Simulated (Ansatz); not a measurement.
Reaction (substitution at a C–O bond): `O=COC(F)[SiH3]` + `OCS` → `O=COCS` + `OC(F)[SiH3]`

Computed with Ansatz on PBE0-D4/def2-TZVP structures; ΔE is electronic, products minus reactants. CCSD(T)/CBS adds triple-zeta CCSD(T) − MP2 to the extrapolated MP2 energy (def2 sets, frozen cores). Functionals use def2-TZVPP. B3LYP here is the variant with VWN-RPA as its local correlation; programs differ in this. Each species was taken in one conformer, which may not be the lowest.

`O=COC(F)[SiH3]`:

Cartesian coordinates in Å:
```
O -1.145 0.736 -2.328
C -1.521 0.942 -1.218
O -0.972 0.441 -0.089
C 0.115 -0.445 -0.249
F -0.390 -1.718 -0.394
Si 1.207 -0.353 1.317
H -2.368 1.583 -0.940
H 0.641 -0.203 -1.177
H 2.307 -1.335 1.164
H 0.374 -0.672 2.500
H 1.755 1.023 1.413
```

`OCS`:

Cartesian coordinates in Å:
```
O 0.765 -0.946 -0.256
C -0.025 0.036 0.365
S -1.524 0.328 -0.576
H 1.575 -1.045 0.253
H -0.379 -0.283 1.353
H 0.518 0.980 0.480
H -0.930 0.929 -1.620
```

`O=COCS`:

```xyz
9

O     1.560   -0.868    1.240
C     0.374   -1.019    1.241
O    -0.494   -0.377    0.457
C     0.093    0.563   -0.451
S    -1.171    1.546   -1.236
H    -0.176   -1.712    1.894
H     0.740    1.250    0.097
H     0.699    0.029   -1.183
H    -1.625    0.588   -2.059
```

`OC(F)[SiH3]`:

Z-matrix (Å, degrees):
```
C
F 1 1.398
Si 1 1.913 2 108.7
O 1 1.377 2 110.0 3 -119.2
H 1 1.099 2 104.9 3 120.5
H 3 1.484 1 108.2 2 56.3
H 3 1.485 1 108.8 2 175.4
H 3 1.482 1 108.9 2 -64.0
H 4 0.963 1 109.6 2 -70.3
```

```tsv
level	ΔE (kcal/mol)	difference from CCSD(T)/CBS
PBE-D4	-4.6	-0.6
r2SCAN-D4	-4.6	-0.6
PBE0-D4	-4.4	-0.4
ωB97X-V	-4.4	-0.4
ωB97M-V	-4.4	-0.4
r2SCAN	-4.6	-0.6
PBE0	-4.5	-0.5
B3LYP	-4.5	-0.5
HF/def2-TZVPP	-4.0	0.0
CCSD/def2-TZVPP	-4.0	0.0
CCSD(T)/def2-TZVPP	-4.1	-0.1
HF/def2-QZVPP	-3.9	0.1
MP2/def2-QZVPP	-4.2	-0.2
SCS-MP2/def2-QZVPP	-4.1	-0.1
HF/CBS(def2)	-3.9	0.1
CCSD/CBS(def2)	-4.0	0.0
CCSD(T)/CBS	-4.0	0
```

Largest T1 diagnostic among the species: 0.015.
